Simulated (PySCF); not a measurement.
Rigid-rotor lines calculated for a species of formula C5H7NOS (commonest isotopes; PBE0/pcSseg-1 in PySCF (dipole) on a GFN2-xTB geometry, gas phase), labelled J(Ka,Kc):

```json
{"transition": "2(1,1) ← 1(1,0)", "MHz": "4768.5"}
{"transition": "2(0,2) ← 1(0,1)", "MHz": "4649.1"}
{"transition": "2(1,2) ← 1(1,1)", "MHz": "4545.5"}
{"transition": "1(0,1) ← 0(0,0)", "MHz": "2328.5"}
{"transition": "1(1,1) ← 0(0,0)", "MHz": "3451.7"}
```

Task: Find the rotational constants.

Result: 1(0,1) ← 0(0,0) is B + C, 2(1,1) ← 1(1,0) is 3B + C and 2(1,2) ← 1(1,1) is B + 3C, so B − C is half the difference of the last two, 111.5 MHz. 1(1,1) ← 0(0,0) is A + C. A = 2343.1, B = 1220.0, C = 1108.5 MHz.

Task: What moments of inertia, asymmetry and inertial defect follow?

Result: I = 505379 MHz·u·Å² over each constant: Ia = 215.68, Ib = 414.25, Ic = 455.91 u·Å²; κ = (2B − A − C)/(A − C) = -0.819 (asymmetric top); Δ = Ic − Ia − Ib = -174.02 u·Å².

Task: Which dipole components do these lines need?

Result: μa and μb (a-type: ΔKa even, ΔKc odd; b-type: both odd). The calculation gives |μa| = 1.96 D, |μb| = 0.16 D, |μc| = 3.06 D.

Task: Predict further lines from these constants: 4(2,3) ← 3(1,3); 3(2,1) ← 2(1,1); 3(3,1) ← 2(2,0); 3(1,3) ← 2(1,2); 3(1,2) ← 2(0,2); 3(3,1) ← 3(2,1); 2(1,1) ← 1(0,1); 3(3,1) ← 3(2,2); 3(1,2) ← 2(2,1); 3(1,2) ← 3(0,3); 4(3,2) ← 4(2,2); 4(0,4) ← 3(1,3).

Result: 
```
     transition    MHz  type  branch
3(1,2) ← 3(0,3)   1547     b       Q
3(1,2) ← 2(2,1)   3778     b       R
4(3,2) ← 4(2,2)   5804     c       Q
3(3,1) ← 3(2,1)   5860     c       Q
3(3,1) ← 3(2,2)   5899     b       Q
2(1,1) ← 1(0,1)   6003     c       R
3(1,3) ← 2(1,2)   6814     a       R
4(0,4) ← 3(1,3)   8358     b       R
3(1,2) ← 2(0,2)   8502     c       R
3(2,1) ← 2(1,1)  10394     c       R
3(3,1) ← 2(2,0)  12877     b       R
4(2,3) ← 3(1,3)  13184     c       R
```

Task: Which structure gave them?

Result: `COC(=S)[C@H](C)C#N`, point group C1. Three constants can't fix a structure by themselves; this is the one that was computed:
```
atom  x, y, z in Å
C1     2.399   -0.039   -0.473
O2     0.986   -0.004   -0.499
C3     0.354    0.342    0.608
S4     1.077    0.715    2.017
C5    -1.153    0.349    0.448
C6    -1.671   -1.051    0.088
C7    -1.503    1.290   -0.594
N8    -1.769    2.031   -1.422
H9     2.715   -0.328   -1.472
H10    2.749   -0.763    0.267
H11    2.799    0.945   -0.213
H12   -1.599    0.689    1.388
H13   -2.754   -1.032   -0.008
H14   -1.397   -1.755    0.870
H15   -1.240   -1.379   -0.855
```

The values belong to one conformer (point group C1) with, in the numbering `[CH3:1][O:2][C:3](=[S:4])[C@H:5]([CH3:6])[C:7]#[N:8]`, C1–O2–C3–S4 -1°, O2–C3–C5–C6 61°. No frequency check. No vibrational averaging or centrifugal distortion is included, and the geometry carries the error of its method. A rigid rotor knows nothing of internal rotation, which can split or shift real lines. Quadrupole hyperfine structure (14N) is left out.
